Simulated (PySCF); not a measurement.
Point-charge models of `C#C[C@]1(CCl)C=CCC1` against its computed dipole.

Coordinates (GFN2-xTB, Å) and charges (e) from the PBE0/pcSseg-1 density (PySCF):

```
atom       x       y       z  Mulliken      IAO  Hirshfeld  ESP-fitted
  C1  -2.730   1.248  -0.516   -0.4219  -0.2444    -0.1180     -0.3556
  C2  -1.708   0.636  -0.410   +0.5353  -0.0310    -0.0457     -0.2127
  C3  -0.465  -0.104  -0.270   -0.6731  +0.0135    +0.0226     +0.7428
  C4  -0.750  -1.609  -0.379   -0.0418  -0.2321    -0.0315     -0.6602
 Cl5  -1.491  -2.018  -1.949   -0.1423  -0.1097    -0.0628     -0.0966
  C6   0.190   0.163   1.069   +0.0211  -0.1632    -0.0482     -0.4811
  C7   1.471   0.458   0.942   -0.1214  -0.1401    -0.0365     -0.1011
  C8   1.920   0.455  -0.487   -0.1743  -0.2706    -0.0682     -0.0322
  C9   0.608   0.365  -1.282   -0.0670  -0.2552    -0.0663     -0.1938
 H10  -3.625   1.784  -0.621   +0.0366  +0.2008    +0.0912     +0.2904
 H11  -1.451  -1.927   0.393   +0.1638  +0.1664    +0.0483     +0.2605
 H12   0.176  -2.179  -0.301   +0.1581  +0.1605    +0.0465     +0.2552
 H13  -0.372   0.090   1.983   +0.0886  +0.1569    +0.0521     +0.2097
 H14   2.154   0.670   1.747   +0.0939  +0.1549    +0.0540     +0.1315
 H15   2.492   1.349  -0.735   +0.1362  +0.1477    +0.0462     +0.0599
 H16   2.566  -0.408  -0.671   +0.1328  +0.1430    +0.0419     +0.0460
 H17   0.675  -0.316  -2.128   +0.1360  +0.1482    +0.0322     +0.0583
 H18   0.331   1.349  -1.661   +0.1391  +0.1543    +0.0424     +0.0790
```

Form Σ q r in debye for every column and set it beside the full dipole.

The full density gives (1.66, 0.55, 1.54) D, 2.33 D in size; dipole vectors point from the negative to the positive end.

```
    scheme    μx     μy    μz  size (D)  share of the full size (%)  angle to the full dipole (°)
  Mulliken  4.27  -0.80  0.85      4.43                         190                            40
       IAO  1.73   0.33  1.38      2.24                          96                             7
 Hirshfeld  1.13   0.10  0.89      1.44                          62                            11
ESP-fitted  1.73   0.52  1.56      2.38                         102                             1
```

Which set comes closest?

Length of the difference vector: ESP-fitted 0.08 D, IAO 0.27 D, Hirshfeld 0.95 D, Mulliken 3.02 D. Closest: ESP-fitted. ESP charges are fitted to the potential around the molecule, whose slowest-falling term is the dipole's. 

What is left for the Hirshfeld atoms' own dipoles?

The shares of the density sum to the whole, so what Σ q r misses lies in dipoles about the nuclei. The atomic dipoles sum to (1.66, 0.55, 1.54) − (1.13, 0.10, 0.89) = (0.53, 0.45, 0.65) D, 0.95 D in size.

With the origin at the mean of the coordinates, (0.000, 0.000, -0.293) Å, which are the largest single terms, by size, of the Hirshfeld dipole along the direction of the full one?

H10 -1.04, C1 +1.02, Cl5 +0.79, H14 +0.79, C8 -0.44 D; all 18 atoms together +1.42 D. The single terms depend on the origin, their sum doesn't.

Give the size of the full dipole in other units.

2.33 D = 0.916 au = 0.485 e·Å = 7.76 × 10⁻³⁰ C·m.

Isolated species at its GFN2-xTB geometry (one conformer only).

The run behind these numbers computed NMR shieldings as well. Time: 56 s wall. Hardware: one thread, Arm Neoverse N1, on a shared host.
